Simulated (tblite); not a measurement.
A geometry optimisation, step by step.

Species: C6H10OSeSi.
Atom-mapped SMILES: `[CH3:1][CH2:2][C:3]1=[CH:4][SiH2:5][Se:6][CH:7]=[CH:8][O:9]1` (hydrogens: H10, H11, H12 on C1; H13, H14 on C2; H15 on C4; H16, H17 on Si5; H18 on C7; H19 on C8)

Computed with GFN2-xTB (tblite), gas phase: L-BFGS steps from a force-field or distance-geometry start until the largest atomic force falls under 0.01 eV/Å. 7 of its 99 geometries are shown.

Step 0: E = -730.8180 eV, largest atomic force 3.790 eV/Å
```
atom  x, y, z in Å  |  force x, y, z in eV/Å
C1     -2.638    0.423   -0.772   -1.488   1.170  -0.035
C2     -1.870   -0.235    0.321    0.520   0.777   1.507
C3     -0.362   -0.095    0.151   -1.526   1.989   0.254
C4      0.230   -1.227    0.035    1.272  -3.564  -0.204
Si5     1.964   -1.782   -0.180    0.507  -0.171   0.085
Se6     3.266   -0.003   -0.743    0.170   0.217  -0.167
C7      2.464    1.468    0.190    2.263  -0.516  -0.138
C8      1.243    1.814    0.460   -1.133  -0.205   0.492
O9      0.087    1.182    0.123   -1.227   1.095   0.292
H10    -3.694    0.067   -0.679    0.756   0.257  -0.563
H11    -2.217    0.243   -1.777   -0.387   0.096   0.648
H12    -2.677    1.512   -0.525    0.145  -0.669  -0.756
H13    -2.163   -1.282    0.428    0.254   0.163  -0.083
H14    -2.071    0.259    1.300   -0.301  -0.223  -0.484
H15    -0.458   -2.084    0.113    0.591   0.295  -0.148
H16     2.030   -2.851   -1.174    0.126   0.156  -0.132
H17     2.444   -2.307    1.093    0.167  -0.011   0.164
H18     3.211    2.147    0.585    0.266  -0.153  -0.245
H19     1.200    2.761    1.044   -0.976  -0.703  -0.488
```

Step 16: E = -731.5190 eV, largest atomic force 0.166 eV/Å
```
atom  x, y, z in Å  |  force x, y, z in eV/Å
C1     -2.689    0.504   -0.755   -0.015   0.023  -0.072
C2     -1.925   -0.172    0.387   -0.115   0.020  -0.044
C3     -0.422   -0.142    0.208    0.019  -0.141   0.070
C4      0.256   -1.288    0.058   -0.018   0.047  -0.042
Si5     2.045   -1.756   -0.139    0.100  -0.065  -0.017
Se6     3.346   -0.006   -0.804   -0.100  -0.003   0.015
C7      2.487    1.371    0.188    0.054  -0.043  -0.071
C8      1.224    1.682    0.473    0.166  -0.005   0.001
O9     -0.006    1.141    0.301    0.022   0.008   0.041
H10    -3.728    0.182   -0.739    0.006   0.015  -0.003
H11    -2.256    0.228   -1.713   -0.018  -0.039  -0.028
H12    -2.674    1.587   -0.672    0.133  -0.004   0.042
H13    -2.250   -1.209    0.460    0.036  -0.027   0.013
H14    -2.172    0.329    1.325    0.004   0.017   0.033
H15    -0.361   -2.175    0.048   -0.105   0.018   0.007
H16     2.196   -2.740   -1.214    0.000   0.015   0.046
H17     2.601   -2.265    1.123   -0.018   0.074  -0.040
H18     3.229    2.092    0.501   -0.036   0.090  -0.024
H19     1.089    2.647    0.956   -0.115  -0.001   0.074
```

Step 33: E = -731.6090 eV, largest atomic force 0.229 eV/Å
```
atom  x, y, z in Å  |  force x, y, z in eV/Å
C1     -2.577    0.531   -0.785    0.027  -0.053  -0.040
C2     -1.948   -0.198    0.407   -0.122  -0.001  -0.032
C3     -0.439   -0.237    0.307   -0.050   0.015  -0.084
C4      0.212   -1.372    0.017   -0.011   0.126   0.037
Si5     2.028   -1.736   -0.142    0.085  -0.112   0.064
Se6     3.171    0.050   -0.981   -0.022   0.132  -0.055
C7      2.418    1.424    0.099   -0.029  -0.052  -0.060
C8      1.198    1.635    0.594    0.151  -0.067   0.018
O9     -0.005    1.016    0.580    0.033   0.007   0.061
H10    -3.667    0.475   -0.721    0.208   0.095  -0.007
H11    -2.260    0.056   -1.713   -0.046   0.012  -0.006
H12    -2.264    1.576   -0.817   -0.083  -0.156   0.067
H13    -2.337   -1.213    0.457   -0.010  -0.030   0.010
H14    -2.216    0.327    1.325   -0.023   0.000   0.026
H15    -0.412   -2.248   -0.104   -0.053   0.110  -0.020
H16     2.261   -2.798   -1.121    0.002   0.037   0.053
H17     2.621   -2.046    1.163    0.013   0.016  -0.023
H18     3.144    2.210    0.269   -0.052  -0.066   0.036
H19     1.063    2.557    1.157   -0.016  -0.010  -0.045
```

Step 49: E = -731.6469 eV, largest atomic force 0.076 eV/Å
```
atom  x, y, z in Å  |  force x, y, z in eV/Å
C1     -2.486    0.527   -0.815   -0.024   0.022  -0.002
C2     -1.969   -0.216    0.418    0.009  -0.007  -0.028
C3     -0.460   -0.269    0.381    0.039  -0.040   0.026
C4      0.195   -1.374    0.004    0.024   0.000  -0.007
Si5     2.026   -1.702   -0.121    0.008  -0.056   0.028
Se6     2.976    0.089   -1.177   -0.001   0.068  -0.034
C7      2.325    1.412    0.024    0.005  -0.002   0.000
C8      1.184    1.572    0.691    0.014  -0.005   0.009
O9      0.000    0.929    0.819    0.010  -0.008  -0.020
H10    -3.556    0.695   -0.732   -0.040  -0.010  -0.018
H11    -2.292   -0.043   -1.721    0.026   0.003   0.041
H12    -1.991    1.492   -0.900   -0.027   0.006  -0.013
H13    -2.376   -1.225    0.452   -0.035   0.005   0.005
H14    -2.274    0.323    1.318    0.005  -0.015  -0.035
H15    -0.437   -2.210   -0.261   -0.018   0.027   0.022
H16     2.307   -2.834   -1.002   -0.016   0.019   0.042
H17     2.672   -1.844    1.187   -0.013   0.032  -0.035
H18     3.045    2.211    0.140    0.021  -0.020  -0.001
H19     1.100    2.477    1.289    0.013  -0.019   0.019
```

Step 65: E = -731.6662 eV, largest atomic force 0.054 eV/Å
```
atom  x, y, z in Å  |  force x, y, z in eV/Å
C1     -2.517    0.522   -0.840    0.012  -0.003   0.010
C2     -1.976   -0.198    0.397   -0.004  -0.008   0.022
C3     -0.466   -0.248    0.372   -0.001  -0.019  -0.026
C4      0.189   -1.361    0.020    0.027  -0.012   0.014
Si5     2.024   -1.656   -0.121    0.004  -0.024  -0.009
Se6     2.830    0.123   -1.334    0.004  -0.045  -0.029
C7      2.339    1.372    0.012    0.007  -0.008   0.003
C8      1.230    1.525    0.734   -0.034   0.013   0.003
O9      0.007    0.948    0.803   -0.002  -0.015  -0.021
H10    -3.602    0.581   -0.793    0.032   0.004  -0.011
H11    -2.234   -0.015   -1.743   -0.003   0.012   0.011
H12    -2.114    1.531   -0.895   -0.012  -0.007  -0.004
H13    -2.376   -1.210    0.441   -0.007  -0.013  -0.008
H14    -2.288    0.339    1.294   -0.016   0.042   0.005
H15    -0.444   -2.201   -0.236    0.011   0.025   0.022
H16     2.308   -2.866   -0.884    0.013   0.023  -0.027
H17     2.743   -1.638    1.154   -0.021   0.017   0.008
H18     3.124    2.095    0.189   -0.007   0.003  -0.003
H19     1.214    2.366    1.423   -0.002   0.013   0.042
```

Step 82: E = -731.6687 eV, largest atomic force 0.014 eV/Å
```
atom  x, y, z in Å  |  force x, y, z in eV/Å
C1     -2.504    0.521   -0.845    0.004   0.002  -0.004
C2     -1.979   -0.196    0.400   -0.003   0.003  -0.001
C3     -0.469   -0.255    0.378   -0.006  -0.002   0.003
C4      0.185   -1.371    0.033    0.002   0.001   0.010
Si5     2.022   -1.650   -0.127   -0.008  -0.003  -0.007
Se6     2.789    0.128   -1.363   -0.002   0.002   0.003
C7      2.328    1.368    0.005    0.012  -0.003  -0.002
C8      1.229    1.516    0.742   -0.009  -0.005   0.001
O9      0.004    0.942    0.805   -0.002  -0.001  -0.006
H10    -3.589    0.586   -0.811    0.011   0.000  -0.006
H11    -2.214   -0.017   -1.745    0.001  -0.003   0.010
H12    -2.097    1.528   -0.900   -0.004  -0.003   0.001
H13    -2.389   -1.204    0.450    0.002   0.002   0.000
H14    -2.290    0.356    1.289   -0.008   0.002   0.001
H15    -0.448   -2.212   -0.210    0.011   0.008   0.001
H16     2.333   -2.848   -0.897   -0.005  -0.002   0.000
H17     2.733   -1.602    1.152    0.010  -0.003  -0.006
H18     3.121    2.080    0.184   -0.003   0.003  -0.001
H19     1.225    2.340    1.453   -0.002   0.001   0.004
```

Step 98: E = -731.6694 eV, largest atomic force 0.009 eV/Å
```
atom  x, y, z in Å  |  force x, y, z in eV/Å
C1     -2.491    0.515   -0.852    0.000  -0.007   0.004
C2     -1.983   -0.193    0.405    0.003   0.000   0.004
C3     -0.474   -0.251    0.390    0.002  -0.001  -0.003
C4      0.184   -1.368    0.054    0.001  -0.002   0.007
Si5     2.017   -1.648   -0.136    0.001   0.002  -0.008
Se6     2.766    0.138   -1.375   -0.007  -0.001   0.005
C7      2.322    1.368    0.009    0.000  -0.004  -0.002
C8      1.225    1.518    0.748    0.008   0.000   0.001
O9     -0.005    0.953    0.801    0.004  -0.002   0.005
H10    -3.576    0.575   -0.840   -0.007  -0.001   0.002
H11    -2.180   -0.027   -1.742    0.000   0.000  -0.006
H12    -2.088    1.524   -0.904   -0.001   0.000  -0.005
H13    -2.393   -1.200    0.458    0.000   0.001  -0.006
H14    -2.303    0.365    1.287   -0.001   0.007  -0.002
H15    -0.449   -2.214   -0.174    0.003   0.001  -0.002
H16     2.310   -2.844   -0.918   -0.006   0.005  -0.001
H17     2.761   -1.610    1.124    0.000  -0.003   0.007
H18     3.123    2.071    0.193   -0.002   0.004  -0.001
H19     1.226    2.336    1.465    0.002   0.001   0.001
```

Q: Summarise the path.

A: The energy falls by 19.63 kcal/mol from step 0 to step 98; nine tenths of that is first reached at step 30. It rises by more than 0.2 meV at step 36. The largest force goes from 3.790 to 0.009 eV/Å. Among the bonds C3=C4 changes most, from 1.282 to 1.339 Å; the atoms move by 0.457 Å rms after alignment.

Q: Follow the three bonds and two angles with the largest change from start to end.

A: 
```csv
step,E above end (kcal/mol),largest force (eV/Å),C3=C4 (Å),C1–C2 (Å),C7=C8 (Å),O9–C8–H19 (°),Si5–Se6–C7 (°)
0,19.63,3.790,1.282,1.489,1.298,119.5,103.9
4,7.78,0.924,1.326,1.517,1.325,109.8,103.4
9,4.79,0.321,1.335,1.531,1.332,105.9,100.5
13,3.84,0.232,1.339,1.530,1.332,105.9,99.2
17,3.38,0.147,1.340,1.530,1.332,107.5,98.4
21,3.06,0.185,1.341,1.531,1.332,106.0,99.0
26,2.50,0.250,1.339,1.530,1.332,105.5,98.9
30,1.89,0.237,1.343,1.531,1.332,105.8,99.9
34,1.24,0.216,1.339,1.532,1.334,106.2,98.6
38,0.88,0.132,1.339,1.528,1.332,105.5,98.1
43,0.61,0.081,1.337,1.530,1.332,106.1,96.6
47,0.55,0.053,1.338,1.529,1.332,105.9,96.5
51,0.46,0.093,1.338,1.529,1.332,106.3,96.0
55,0.30,0.129,1.339,1.529,1.332,106.4,95.1
60,0.15,0.068,1.339,1.530,1.333,106.5,93.2
64,0.08,0.050,1.339,1.530,1.332,106.5,92.5
68,0.05,0.036,1.339,1.529,1.332,106.5,92.3
72,0.03,0.030,1.339,1.529,1.332,106.6,92.2
77,0.02,0.021,1.339,1.529,1.332,106.6,92.1
81,0.02,0.014,1.339,1.529,1.331,106.7,92.1
85,0.02,0.014,1.339,1.529,1.332,106.7,92.0
89,0.01,0.016,1.339,1.529,1.332,106.7,92.0
94,0.00,0.018,1.339,1.530,1.331,106.7,92.0
98,0.00,0.009,1.339,1.529,1.331,106.8,92.0
```

What follows is the cost of the whole relaxation. The run took 0.86 s of wall time on one thread of an Intel Xeon 6975P-C, no GPU, shared host with 192 logical CPUs at a one-minute load of 79.
